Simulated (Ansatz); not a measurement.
Reactions of CH$_{5}$B$_{2}$N (`BBC=N`).

Calculated with Ansatz (gas phase, PBE0-D4/def2-TZVP geometries, no zero-point term in ΔE). CBS: MP2 limit from def2 TZ/QZ plus the TZ coupled-cluster correction, frozen cores. This one scheme is used for every species. DFT in def2-TZVPP. For Ga, Se outer-core shells are correlated without core-valence functions, which leaves a few kJ/mol of doubt a bond. Scalar relativity is left out up to krypton. One conformer a species, not always the lowest.

```json
{"reaction": "`BBC=N` + `[OH][GaH2]` → `N=[CH][GaH][OH]` + `BB`", "B2PLYP (kJ/mol)": "20", "HF/CBS(def2) (kJ/mol)": "21", "CCSD/CBS(def2) (kJ/mol)": "16"}
{"reaction": "`BBC=N` + HCl → `BBCl` + `C=N`", "B2PLYP (kJ/mol)": "-91", "HF/CBS(def2) (kJ/mol)": "-99", "CCSD/CBS(def2) (kJ/mol)": "-91"}
{"reaction": "`BBC=N` + `CC1=C(N)S1` → `N=CBN` + `BC1=C(C)S1`", "B2PLYP (kJ/mol)": "-276", "HF/CBS(def2) (kJ/mol)": "-257", "CCSD/CBS(def2) (kJ/mol)": "-263"}
{"reaction": "`BBC=N` + `NCS` → `BCS` + `N=CBN`", "B2PLYP (kJ/mol)": "-233", "HF/CBS(def2) (kJ/mol)": "-230", "CCSD/CBS(def2) (kJ/mol)": "-232"}
{"reaction": "`BBC=N` + `B[SeH]` → `BBB[SeH]` + `C=N`", "B2PLYP (kJ/mol)": "-7", "HF/CBS(def2) (kJ/mol)": "-3", "CCSD/CBS(def2) (kJ/mol)": "-10"}
{"reaction": "`BBC=N` + `[SiH3][SeH]` → `N=C[SiH2][SeH]` + `BB`", "B2PLYP (kJ/mol)": "9", "HF/CBS(def2) (kJ/mol)": "7", "CCSD/CBS(def2) (kJ/mol)": "6"}
```

Question: Give the CCSD(T)/CBS values in the same order. (Best estimate.)

Answer: Ansatz gave: 16, -90, -270, -233, -10, 7 kJ/mol.

Largest T1 diagnostic: 0.018, for `BC1=C(C)S1`.
